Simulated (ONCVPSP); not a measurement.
# What the settings do to the ONCV potential of platinum (Pt)

Base potential:

* Element: platinum
* Generator: ONCVPSP 4.0.1
* Type: optimised norm-conserving Vanderbilt (ONCV)
* Functional: PBE
* Relativity: fully relativistic
* Frozen core: [Kr] 4d10 4f14
* Valence charge: 18
* Reference configuration: 5s2 5p6 5d9 6s1
* Partial waves: 5s+6s: rc 1.35 bohr, ncon 3, nbas 6, qcut 8.7 1/bohr, 2 projectors; 5p: rc 1.40 bohr, ncon 4, nbas 7, qcut 9.1 1/bohr, 2 projectors, debl 3.4 Ha; 5d: rc 2.15 bohr, ncon 3, nbas 7, qcut 8.1 1/bohr, 2 projectors, debl 0.5 Ha
* Local potential: polynomial inside 0.85 bohr (lpopt 5, dvloc0 -1 Ha)
* Core correction: Teter function, fcfact 2, rcfact 1.45

Open shells are filled in proportion to 2j + 1.

Cutoffs, loose and tight: the cutoffs (Ha) at which the residual kinetic energy of the hardest occupied pseudo-wave falls to 1 and 0.1 mHa per electron. They do not see the model core or the augmentation charge, which bear on the density cutoff. Test errors are all-electron minus pseudo excitation energies from the reference, over the configurations 5s2 5p6 5d9 6s0; 5s2 5p6 5d8 6s0; 5s2 5p6 5d7 6s0; 5s1 5p6 5d9 6s1. A dash means not determined; rows that change the core or the reference have their own tests.

A true bound ghost makes a file unfit for plane-wave use even where its test errors are small: the radial tests pick states by their node count and pass the ghost by.

```tsv
change	outcome	cutoff, loose	cutoff, tight	bound ghosts	GHOST(+) flags above zero	largest test error (meV)
base	generated	32 Ha	37 Ha	s	p3/2, p1/2	-157
d: rc 1.54	generated	32 Ha	37 Ha	s	p3/2, p1/2	-141
d: rc 1.8	generated	32 Ha	37 Ha	s	p3/2, p1/2	-140
d: rc 2.06	generated	32 Ha	37 Ha	s	p3/2, p1/2	-150
d: rc 2.36	generated	32 Ha	37 Ha	s, d5/2	p3/2, p1/2, d3/2	-201
d: rc 2.82	generated	32 Ha	37 Ha	s	p3/2, d5/2, p1/2, d3/2	-288
```

What comes out with this change to the base: d: rc 2.54?

outcome: generated; cutoff, loose: 32 Ha; cutoff, tight: 37 Ha; bound ghosts: s; GHOST(+) flags above zero: p3/2, d5/2, p1/2, d3/2; largest test error (meV): -206.

What comes out with this change to the base: d: rc 3.06?

outcome: generated; cutoff, loose: 32 Ha; cutoff, tight: 37 Ha; bound ghosts: s; GHOST(+) flags above zero: p3/2, d5/2, p1/2, d3/2; largest test error (meV): -373.

Reading the sweep of the d radius (base included, trends over the rows without a ghost): Bound ghosts are found at 1.54, 1.8, 2.06, 2.15, 2.36, 2.54, 2.82, 3.06 bohr. Every judged row has one, so this setting neither creates nor removes them.
